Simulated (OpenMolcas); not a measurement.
Nb4+ with 6 ligands (chloride) in octahedral coordination (Oh). A charge of +0.333 e stands 2.8 Å behind each ligand. Ligand basis ANO-RCC-VDZP.

| Quantity | Value |
| --- | --- |
| Program | OpenMolcas |
| Method | SS-CASPT2, IPEA 0.25 Eh, imaginary shift 0.1 Eh (closed shells correlated: 4s 4p and the ligand valence shells) |
| Basis | ANO-RCC-VDZP [6s5p3d1f] |
| Scalar Hamiltonian | DKH2, point nucleus |
| Active space | 1 electron in 5 orbitals (4d) |
| State averaging | 2S+1 = 2 even, 5 roots |
| Spin-orbit coupling | RASSI with atomic mean-field integrals over the reference wave functions |

All ligands move together. At R = 2.44 Å |10Dq| is 23302 cm-1, and at R = 2.52 Å it is 20765 cm-1.

Task: A third run gives 28086 cm-1. What distance was it run at?

Result: With a power law R^-n the two known points give n = -ln(20765 / 23302) / ln(2.52 / 2.44) = 3.57. Then R = 2.44 × (23302 / 28086)^(1/3.57) = 2.316 Å. The run was at 2.31 Å, so the estimate is off by +0.006 Å.

Roots that are degenerate in the reference are averaged as groups; the widest CASPT2 spread within a group is 240 cm-1 (the 3-fold group of multiplicity 2 near 0 cm-1 above the lowest state of its run, R = 2.52). Shifts and gaps below about the spread of the groups concerned are not significant. Over all roots computed the reference weight is 0.66 in R = 2.31, 0.66 in R = 2.44, 0.66 in R = 2.52; a low but even weight reflects the number of correlated electrons. An orbital triplet at a regular site is open to Jahn-Teller coupling, which can distort the site and quench the lowest spin-orbit gaps and is left out. Ligand-to-metal charge-transfer states are missing. With one d shell and no ligand orbital active, 10Dq can be off by a tenth or more. The least metal-like active orbital is 66 % on the metal (Löwdin) and no ligand orbital is active, so the numbers are rough (holds for R = 2.31). The least metal-like active orbital is 71 % on the metal (Löwdin) and no ligand orbital is active, so the numbers are rough (holds for R = 2.44). The least metal-like active orbital is 73 % on the metal (Löwdin) and no ligand orbital is active, so the numbers are rough (holds for R = 2.52). No measured value stands beside these numbers; the geometry is a model, was not optimised and need not be the one that this ion takes.
